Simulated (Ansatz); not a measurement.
Gas-phase electronic energies from Ansatz, PBE0-D4/def2-TZVP geometries. CBS: MP2 limit from def2 TZ/QZ plus the TZ coupled-cluster correction, frozen cores. Functionals use def2-TZVPP. HSE06 is defined as in plane-wave codes. For Ge outer-core shells are correlated without core-valence functions, which leaves a few kJ/mol of doubt a bond. Scalar relativity is left out up to krypton. One conformer a species, not always the lowest.

`O=C[SiH](O)Cl` + `C[SiH2][GeH2][OH]` → `[OH][GeH2][SiH](O)Cl` + `C[SiH2]C=O`  (redistribution)

`O=C[SiH](O)Cl`:

Z-matrix (Å, degrees):
```
Si
C 1 1.921
Cl 1 2.050 2 105.5
O 1 1.624 2 105.0 3 120.1
H 1 1.476 2 115.4 3 -118.3
O 2 1.208 1 117.3 3 -113.9
H 2 1.112 1 122.9 3 63.8
H 4 0.964 1 113.7 2 -15.4
```

`C[SiH2][GeH2][OH]`:

Cartesian coordinates in Å:
```
C -0.604 -1.756 0.412
Si -1.064 -0.006 -0.073
Ge 0.879 1.216 -0.738
O 2.058 1.218 0.619
H -0.195 -2.299 -0.444
H -1.476 -2.301 0.779
H 0.154 -1.745 1.198
H -1.677 0.712 1.081
H -2.054 0.001 -1.187
H 1.662 0.541 -1.877
H 0.568 2.679 -1.132
H 1.749 1.742 1.361
```

`[OH][GeH2][SiH](O)Cl`:

```xyz
10

O     0.556    1.225    1.137
Ge   -0.418   -0.295    1.074
Si   -0.031   -0.644   -1.256
O     1.169    0.412   -1.585
Cl   -1.757   -0.210   -2.291
H     0.510    1.701    1.968
H    -1.865    0.018    1.503
H     0.189   -1.318    2.058
H     0.380   -1.995   -1.689
H     1.266    1.106   -0.919
```

`C[SiH2]C=O`:

Cartesian coordinates in Å:
```
C 1.053 -0.124 0.980
Si -0.413 -0.607 -0.057
C -0.897 0.858 -1.210
O -0.297 1.904 -1.203
H 0.817 0.753 1.586
H 1.903 0.128 0.342
H 1.349 -0.937 1.647
H -1.616 -0.931 0.759
H -0.137 -1.777 -0.938
H -1.762 0.733 -1.906
```

```json
{"level": "revPBE-D4", "ΔE (kJ/mol)": "2.9", "difference from CCSD(T)/CBS": "-0.7"}
{"level": "PBE0-D4", "ΔE (kJ/mol)": "3.3", "difference from CCSD(T)/CBS": "-0.3"}
{"level": "HSE06-D4", "ΔE (kJ/mol)": "3.4", "difference from CCSD(T)/CBS": "-0.2"}
{"level": "BHLYP-D4", "ΔE (kJ/mol)": "1.6", "difference from CCSD(T)/CBS": "-2.0"}
{"level": "B2PLYP", "ΔE (kJ/mol)": "3.2", "difference from CCSD(T)/CBS": "-0.4"}
{"level": "BHLYP", "ΔE (kJ/mol)": "3.0", "difference from CCSD(T)/CBS": "-0.6"}
{"level": "RPA@PBE/def2-TZVPP", "ΔE (kJ/mol)": "5.9", "difference from CCSD(T)/CBS": "2.3"}
{"level": "HF/def2-QZVPP", "ΔE (kJ/mol)": "6.5", "difference from CCSD(T)/CBS": "2.9"}
{"level": "SCS-MP2/def2-QZVPP", "ΔE (kJ/mol)": "4.4", "difference from CCSD(T)/CBS": "0.8"}
{"level": "MP2/CBS(def2)", "ΔE (kJ/mol)": "3.4", "difference from CCSD(T)/CBS": "-0.2"}
{"level": "CCSD(T)/CBS", "ΔE (kJ/mol)": "3.6", "difference from CCSD(T)/CBS": "0"}
```

Largest T1 diagnostic among the species: 0.014.

Leaving LDA and LC-ωPBE aside and taking each functional with its dispersion term where it has one, the values, not all of them listed here, spread over 4.6 kJ/mol, from BLYP-D4 to PBE-QIDH. LDA lies −4.2 kJ/mol from PBE without D4.
